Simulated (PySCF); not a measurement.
## Excitation energy of Cs by level of theory

Cs [Xe] 6s1 (2S) → Cs [Xe] 6p1 (2P), as a difference of total energies. Computed with PySCF 2.14 in aug-cc-pwCVTZ-X2C (11s10p8d4f, 109 functions), with scalar relativity by spin-free X2C-1e. Correlated levels: valence and next inner shell: [Kr] 4d10 frozen. The calculations carry no spin-orbit coupling.

```csv
method,excitation energy (eV),error (eV)
UHF,1.181,-0.251
MP2 (valence and next inner shell),1.399,-0.033
SCS-MP2 (valence and next inner shell),1.354,-0.078
CCSD (valence and next inner shell),1.391,-0.041
CCSD(T) (valence and next inner shell),1.411,-0.021
```

Reference: 1.432 eV (measured; NIST levels, between the centres of gravity of the two terms).

Errors of the correlated levels include the incompleteness of this basis and the frozen core.
